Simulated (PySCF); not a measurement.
H₆OSi₂, SMILES O[SiH2][SiH3]. Geometry optimised at PBE0-D3(BJ)/def2-SVP. One conformer was computed; it need not be the lowest.

These are PBE0-D3(BJ)/def2-SVP (PySCF) values and carry that method's errors.

Harmonic wavenumbers (cm⁻¹): 107, 145, 224, 355, 416, 510, 604, 726, 821, 835, 896, 907, 930, 931, 950, 2192, 2210, 2220, 2229, 2254, 3933. Rotational constants (GHz): 15.06, 3.301, 2.907; symmetry number 1.

### Question
Work out the zero-point energy and the ideal-gas rigid-rotor harmonic-oscillator thermochemistry at 298.15 K and 1 atm.

### Answer
ZPE = ½ Σ hcν = ½ × 24394 cm⁻¹ = 34.87 kcal/mol. H − E(el) = 39.39 kcal/mol. Entropy in cal/(mol K): translation 38.99, rotation 25.21, vibration 12.40, total 76.60. G − E(el) = 16.55 kcal/mol. Cp = 23.23 cal/(mol K). Modes under 150 cm⁻¹ make the vibrational entropy uncertain.
